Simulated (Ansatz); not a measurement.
`COB(O)OC`, 13 atoms. Total charge 0; spin multiplicity 1. All runs use 4 threads of an Intel Xeon 6975P-C on a shared host. Correlated methods freeze the cores.

(1) How many basis functions does each run have, and how long does it take in Ansatz? RKS B97M-V/def2-TZVPP energy; RKS PBE0-D4/def2-SVP energy; RKS B3LYP-D4/def2-TZVPP energy and forces; RKS PBE-D4/def2-TZVPP energy and forces; RKS ωB97M-V/def2-QZVPP energy; RHF-MP2/def2-QZVPP energy; RKS PBE0-D4/def2-QZVPP energy; RKS PBE0-D4/def2-TZVP relaxation (39 steps); RKS ωB97M-V/def2-SVP energy; RHF-CCSD(T)/def2-TZVPP energy; RKS ωB97M-V/def2-TZVPP energy and forces; RKS PBE0-D4/def2-TZVP frequencies. (Estimate.)

Results:

(1) Ansatz gave: Other jobs shared the machine, so times are rough.

```tsv
level	job	functions	wall time	peak host memory (GiB)
RKS PBE0-D4/def2-SVP	energy	119	0.55 s	0.52
RKS PBE-D4/def2-TZVPP	energy and forces	284	1.6 s	0.37
RKS ωB97M-V/def2-SVP	energy	119	1.9 s	0.52
RKS B3LYP-D4/def2-TZVPP	energy and forces	284	2.7 s	0.82
RKS B97M-V/def2-TZVPP	energy	284	4.2 s	0.47
RKS PBE0-D4/def2-QZVPP	energy	552	5.5 s	2
RKS ωB97M-V/def2-TZVPP	energy and forces	284	6 s	1.1
RKS ωB97M-V/def2-QZVPP	energy	552	11 s	2.4
RHF-MP2/def2-QZVPP	energy	552	18 s	4.1
RKS PBE0-D4/def2-TZVP	relaxation (39 steps)	228	75 s	0.65
RKS PBE0-D4/def2-TZVP	frequencies	228	110 s	0.66
RHF-CCSD(T)/def2-TZVPP	energy	284	2.7 min	3.8
```

B3LYP here is the variant with VWN-RPA as its local correlation; programs differ in this.
